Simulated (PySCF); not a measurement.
Si(H)(SH)3 (H4S3Si), SMILES S[SiH](S)S. Atoms are numbered in the order given.

```xyz
8

Si    -0.3800     0.3213     0.1843
S     -0.8358    -0.5968    -1.6918
S     -0.0455    -1.2988     1.5482
S      1.2819     1.6261    -0.1218
H     -1.4448     1.2190     0.7098
H     -1.6623    -1.5264    -1.1596
H     -0.0899    -0.5157     2.6502
H      2.1074     0.6383    -0.5350
```
Charge 0, spin multiplicity 1.

Coordinates come from a PBE0-D3(BJ)/def2-SVP optimisation. One conformer was computed; it need not be the lowest.

Computed with PBE/pcSseg-1 run with PySCF.

GIAO shieldings, no solvent; atoms listed in one row are averaged. δ = σ(ref) − σ: ²⁹Si against TMS (σ = 335.4 ppm); ³³S against H2S (σ = 706.5 ppm); ¹H against TMS (σ = 31.49 ppm), references at their B3LYP-D3(BJ)/def2-TZVP geometries, non-relativistic.

```csv
nucleus,atoms,count,δ (ppm)
²⁹Si,Si1,1,23.2
³³S,S3,1,94.5
³³S,S4,1,89.3
³³S,S2,1,57.1
¹H,H5,1,6.59
¹H,H6,1,1.56
¹H,H7,1,1.48
¹H,H8,1,1.31
```
